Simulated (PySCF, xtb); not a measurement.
Al(F)(H)(SH) (AlFH2S), SMILES [F][AlH][SH].

GFN2-xTB run with xtb at its own geometry gives an orbital gap of 4.14 eV and a dipole moment of 2.25 D.

The structure is a stationary point at ωB97X-D3(BJ)/def2-TZVP. Other conformers were not sampled.

### Question
What does HF/def2-TZVPD (PySCF) give? (An estimate is asked for; the answer gives what the named calculation found.)

### Answer
gap 11.89 eV (levels -10.85 and 1.04 eV), dipole 2.04 D.
